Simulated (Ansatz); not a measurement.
`[AlH2][O][SnH2][SiH3]` + SiH₄ → `[SiH3][SnH2][SiH3]` + `[OH][AlH2]` at 500 K and 1 bar (formal exchange of groups at the Sn–O bond).

Gas-phase electronic energies from Ansatz, PBE0-D4/def2-TZVP geometries. CCSD(T)/CBS adds triple-zeta CCSD(T) − MP2 to the extrapolated MP2 energy (def2 sets, frozen cores). This one scheme is used for every species. Elements past krypton have def2 core potentials. For Sn outer-core shells are correlated without core-valence functions, which leaves a few kJ/mol of doubt a bond. One conformer a species, not always the lowest.

```json
{"species": "`[AlH2][O][SnH2][SiH3]`", "CCSD(T)/CBS energy (Eh)": "-824.54542", "H − E (kJ/mol)": "204.5", "S (J/(mol·K))": "490.6"}
{"species": "SiH₄", "CCSD(T)/CBS energy (Eh)": "-291.46306", "H − E (kJ/mol)": "102.4", "S (J/(mol·K))": "230.9"}
{"species": "`[SiH3][SnH2][SiH3]`", "CCSD(T)/CBS energy (Eh)": "-796.97679", "H − E (kJ/mol)": "218.2", "S (J/(mol·K))": "453.5"}
{"species": "`[OH][AlH2]`", "CCSD(T)/CBS energy (Eh)": "-319.03157", "H − E (kJ/mol)": "95.7", "S (J/(mol·K))": "286.7"}
```

H − E and S are ideal-gas, rigid-rotor, harmonic terms from PBE0-D4/def2-TZVP, for one conformer and one mirror image of each species. 1 Eh = 2625.50 kJ/mol, R = 8.31446 J/(mol·K).

Q: By hand: ΔE, ΔH, ΔS and ΔG.

A: ΔE = (-796.97679) + (-319.03157) − (-824.54542) − (-291.46306) = 0.00012 Eh = 0.3 kJ/mol. Δ(H − E) = 218.2 + 95.7 − 204.5 − 102.4 = 7.0, so ΔH = 7.3 kJ/mol. ΔS = 453.5 + 286.7 − 490.6 − 230.9 = 18.7 J/(mol·K). ΔG = 7.3 − 500 × (18.7)/1000 = -2.0 kJ/mol.

Q: By hand: the equilibrium constant, and the temperature at which ΔG would vanish if ΔH and ΔS stayed fixed.

A: log₁₀ K = −ΔG/(RT ln 10) = 0.2. ΔG = 0 at ΔH/ΔS = 390 K, though so small a ΔH makes that figure unsure.

TΔS isn't small against ΔH here. The sign of ΔG lies within the doubt. A doubt of 5 kJ/mol in ΔE shifts log₁₀ K by 0.5 here. Other conformers and mirror images would add mixing entropy, several J/(mol·K) or more a flexible species. Modes under 60 cm⁻¹, often nearly free rotors, make the harmonic entropy too high. These are equilibria of isolated gas molecules and say nothing of rates. Largest T1 diagnostic: 0.014 (customary marks: 0.02 for closed shells, 0.045 for open ones).
